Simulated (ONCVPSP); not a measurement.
**Before and after: ONCV potential for N (Z = 7)**

N, optimised norm-conserving Vanderbilt (ONCV), made with ONCVPSP 4.0.1 (LDA (Perdew-Wang 92), non-relativistic). Core none, reference 1s2 2s2 2p1.5 (charge +1.5). Waves: 1s+2s: rc 0.45 bohr, ncon 4, nbas 8, qcut 29.1 1/bohr, 2 projectors; 2p: rc 1.80 bohr, ncon 4, nbas 7, qcut 6.3 1/bohr, 2 projectors, debl 2.8 Ha. Local part: polynomial inside 0.30 bohr (lpopt 5, dvloc0 4 Ha). Core correction: none.

Change: s: qcut 38.7.

Cutoffs: the cutoffs (Ha) at which the residual kinetic energy of the hardest occupied pseudo-wave falls to 1 and 0.1 mHa per electron; they do not see the model core or the augmentation charge, which bear on the density cutoff. Errors are all-electron minus pseudo energies relative to the spin-unpolarised reference configuration.

How do hardness, ghosts and transferability respond?

The potential gets harder (318 Ha and 362 Ha → 408 Ha and 480 Ha); both files keep a bound ghost (p); the errors of the 4 common tests hardly move. The waves are optimised to have the least kinetic energy above qcut, so the cutoff follows it (qcut²/2 in Ha).

| quantity | base | changed |
| --- | --- | --- |
| cutoff, loose | 318 Ha | 408 Ha |
| cutoff, tight | 362 Ha | 480 Ha |
| loose cutoff by channel | s 318 Ha, p 17 Ha | s 408 Ha, p 17 Ha |
| bound ghosts | p | p |
| GHOST(+) flags under 300 eV | none | none |
| error for 1s2 2s2 2p3, meV [ΔE -26.12 eV] | +272 | +272 |
| error for 1s2 2s2 2p2, meV [ΔE -12.39 eV] | +41 | +41 |
| error for 1s2 2s2 2p1, meV [ΔE 16.59 eV] | +56 | +56 |
| error for 1s2 2s0 2p5, meV [ΔE -3.73 eV] | +694 | +691 |
| s: phases at 0.46 bohr within 0.05 rad from the reference energy up to (Ha; the scan ends near 5) | to the end of the scan | to the end of the scan |
| p: phases at 1.82 bohr within 0.05 rad from the reference energy up to (Ha; the scan ends near 5) | -1.0 | -1.0 |

 A true bound ghost makes a file unfit for plane-wave use even where its test errors are small: the radial tests pick states by their node count and pass the ghost by.
